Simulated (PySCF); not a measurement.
Start geometry of `NB[O][GeH3]` from GFN2-xTB (Å):
```
atom  x, y, z in Å
N1     1.705   -0.495    0.195
B2     1.050    0.485   -0.602
O3    -0.304    0.682   -0.586
Ge4   -1.673    0.075    0.173
H5     1.172   -1.074    0.811
H6     2.670   -0.635    0.187
H7     1.708    1.158   -1.318
H8    -1.838   -1.395   -0.111
H9    -1.645    0.305    1.684
H10   -2.795    0.873   -0.454
```

Question: What comes out of this run: PBE0-D3(BJ)/def2-SVP geometry optimisation, gas phase (PySCF)?

Answer: 
```
atom  x, y, z in Å
N1     1.5708   -0.4995    0.2646
B2     1.0707    0.4816   -0.6112
O3    -0.2539    0.7926   -0.7365
Ge4   -1.6579    0.1032    0.1219
H5     1.0103   -1.0722    0.8825
H6     2.5600   -0.6955    0.3227
H7     1.8607    1.0941   -1.2995
H8    -1.7377   -1.4071   -0.1758
H9    -1.4845    0.3352    1.6359
H10   -2.8779    0.8504   -0.4266
```

The energy falls by 24.9 kJ/mol over 8 energy and gradient evaluations, the largest force component goes from 0.0560 to 2.6e-04 Eh/bohr, and the atoms move by 0.131 Å rms after alignment. The bond that changes most is O3–Ge4 (ends: boron-bound oxygen; germanium bonded to O and 3 H), which lengthens by 0.105 Å. Bonds longer at the end by more than 0.005 Å: 7 of 9; shorter: 1. Among the angles that change most is B2–O3–Ge4, from 139.5° to 129.1°. Rotational constants go from 15386, 2297, 2049 to 13304, 2415, 2099 MHz. The orientation of the end geometry is arbitrary; only internal coordinates are fixed.

The run used 104 basis functions and 53 SCF cycles in all. The run took 54 s wall on one thread of an Arm Neoverse N1, no GPU, shared host, and the process peaked at 0.42 GiB of memory.

Stationary, but not proved a minimum. One conformer, not necessarily the lowest.
